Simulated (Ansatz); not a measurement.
`O[SiH2]/C=C/[SiH3]` + `O[SiH3]` → `[SiH3]O[SiH3]` + `C=C[SiH2]O`  (ligand exchange at the Si–C bond)

Isolated molecules relaxed with PBE0-D4/def2-TZVP in Ansatz; ΔE leaves out vibrations. CBS: MP2 limit from def2 TZ/QZ plus the TZ coupled-cluster correction, frozen cores. Functionals use def2-TZVPP. Each species was taken in one conformer, which may not be the lowest.

```json
{"level": "BHLYP-D4", "ΔE (kcal/mol)": "-27.6"}
{"level": "CAM-B3LYP-D4", "ΔE (kcal/mol)": "-26.4"}
{"level": "B2PLYP", "ΔE (kcal/mol)": "-25.8"}
{"level": "r2SCAN", "ΔE (kcal/mol)": "-24.3"}
{"level": "HF/def2-SVP", "ΔE (kcal/mol)": "-28.6"}
{"level": "SCS-MP2/def2-TZVPP", "ΔE (kcal/mol)": "-26.3"}
{"level": "SCS-MP2/def2-QZVPP", "ΔE (kcal/mol)": "-26.5"}
{"level": "CCSD/CBS(def2)", "ΔE (kcal/mol)": "-26.0"}
```

(1) What does CCSD(T)/CBS give? (Estimate.)

(2) What do rigid-rotor, harmonic-oscillator terms from PBE0-D4/def2-TZVP frequencies (298.15 K, 1 bar) make of the CCSD(T)/CBS value? (An estimate is asked.)

Largest T1 diagnostic among the species: 0.012.

Answers

(1) The calculation gave: -25.0 kcal/mol. The listed levels differ from it by -2.6, -1.4, -0.8, 0.7, -3.6, -1.3, -1.5, -1.0 kcal/mol.

(2) Ansatz gave: ΔZPE = +0.7 kcal/mol, ΔH = -24.4 kcal/mol, ΔS = 17 J/(mol·K), ΔG = -25.6 kcal/mol. Modes under 50 cm⁻¹ make the entropy rough.

At CCSD(T), def2-SVP lies +1.0 kcal/mol from the extrapolated value and def2-TZVPP +0.0 kcal/mol. From BLYP to BHLYP (50 % exact exchange), in def2-TZVPP and without D4, ΔE moves by −3.3 kcal/mol.
